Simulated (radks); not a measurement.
All-electron atom: the titanium ion Ti11+ in [He] 2s1 2p6 3s2 (not the ground configuration). Calculated with a radial shooting solver on a logarithmic mesh with Libxc functionals: scalar-relativistic Kohn-Sham, PBE, spin-polarised, spherical densities, finite nucleus; open shells are filled with parallel spins first; Fermi nuclear charge, rms radius 3.5921 fm.

Normalised radial functions P(r) = r R(r), r in bohr:

r	3s up
0.00229	0.0633
0.002865	0.0779
0.003585	0.0957
0.004485	0.1169
0.00561	0.1421
0.007019	0.1716
0.008781	0.2055
0.01099	0.2434
0.01374	0.2843
0.0172	0.3260
0.02151	0.3649
0.02691	0.3953
0.03367	0.4092
0.04212	0.3962
0.0527	0.3442
0.06593	0.2420
0.08315	0.0764
0.104	-0.1358
0.1301	-0.3746
0.1628	-0.5908
0.2037	-0.7121
0.2548	-0.6601
0.3188	-0.3842
0.3989	0.0946
0.499	0.6560
0.6243	1.1050
0.781	1.2615
0.9771	1.0736
1.222	0.6831
1.529	0.3150
1.913	0.0987
2.394	0.0194

3s up: eigenvalue -289.22 eV, 2 radial nodes at r = 0.0906, 0.384 bohr, <r> = 0.829 bohr, 90 % of the charge inside 1.21 bohr.
